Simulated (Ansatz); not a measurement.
Consider the substitution at a C–N bond: `CC(C)[NH][Al]([F])[F]` + `[OH][MgH]` → `CC(C)[O][MgH]` + `[NH2][Al]([F])[F]`.

Gas-phase electronic energies from Ansatz, PBE0-D4/def2-TZVP geometries. CBS: MP2 limit from def2 TZ/QZ plus the TZ coupled-cluster correction, frozen cores. DFT in def2-TZVPP. B3LYP here is the variant with VWN-RPA as its local correlation; programs differ in this. For Mg outer-core shells are correlated without core-valence functions, which leaves a few kJ/mol of doubt a bond. Each species was taken in one conformer, which may not be the lowest.

`CC(C)[NH][Al]([F])[F]`:

Z-matrix (Å, degrees):
```
C
C 1 1.521
H 1 1.094 2 110.3
H 1 1.093 2 111.0 3 120.3
H 1 1.093 2 111.1 3 -119.7
C 2 1.516 1 111.1 3 -60.2
N 2 1.455 1 110.8 3 63.4
H 2 1.100 1 107.8 3 -177.8
H 6 1.094 2 110.9 1 61.4
H 6 1.092 2 110.4 1 -58.1
H 6 1.092 2 111.6 1 -178.2
Al 7 1.751 2 133.3 1 -122.9
H 7 1.011 2 111.3 1 54.8
F 12 1.643 7 117.8 2 178.3
F 12 1.641 7 124.8 2 -2.2
```

`[OH][MgH]`:

Cartesian coordinates in Å:
```
O 0.154 -0.950 0.458
Mg -0.101 0.619 -0.298
H 0.293 -1.794 0.863
H -0.346 2.126 -1.024
```

`CC(C)[O][MgH]`:

```xyz
13

C    -0.552   -1.229   -0.713
C     0.059   -0.373    0.385
C     1.522   -0.070    0.097
O    -0.658    0.798    0.547
Mg   -1.540    2.326    0.601
H    -1.599   -1.444   -0.489
H    -0.507   -0.699   -1.670
H    -0.022   -2.179   -0.822
H     0.017   -0.952    1.323
H     1.611    0.485   -0.842
H     2.111   -0.987    0.011
H     1.948    0.539    0.897
H    -2.391    3.786    0.676
```

`[NH2][Al]([F])[F]`:

```xyz
6

N     0.763    0.586   -0.011
Al   -0.621   -0.477    0.009
F    -0.443   -2.079    0.312
F    -2.128    0.105   -0.276
H     1.710    0.290    0.157
H     0.720    1.575   -0.190
```

Problem. Is it downhill or uphill in electronic energy at CCSD(T)/CBS, and by how much? (Best estimate.)

Solution. Ansatz gave: Nearly level: ΔE = +1.9 kJ/mol.

Problem. What do these levels give: PBE-D4, PBE0-D4, B3LYP-D4, PBE, r2SCAN, PBE0, B3LYP, MP2/def2-TZVPP, CCSD(T)/def2-TZVPP, HF/def2-QZVPP, SCS-MP2/def2-QZVPP, MP2/CBS(def2)? (An estimate is asked.)

Solution. The calculation gave: PBE-D4 2.8, PBE0-D4 3.3, B3LYP-D4 0.6, PBE -1.0, r2SCAN -0.2, PBE0 -0.1, B3LYP -5.4, MP2/def2-TZVPP 6.6, CCSD(T)/def2-TZVPP 2.3, HF/def2-QZVPP -11.0, SCS-MP2/def2-QZVPP 2.7, MP2/CBS(def2) 6.3 kJ/mol.

Largest T1 diagnostic among the species: 0.012.

The D4 term adds +6.0 kJ/mol with B3LYP and +3.4 kJ/mol with PBE0; it sums over pairs of atoms, weighted by their polarisabilities, and B3LYP, whose exchange is more repulsive, gets the larger term. In def2-TZVPP, CCSD(T) changes the Hartree–Fock value by +12.1 kJ/mol (the triples alone add +1.0 kJ/mol) and MP2 by +16.4 kJ/mol.
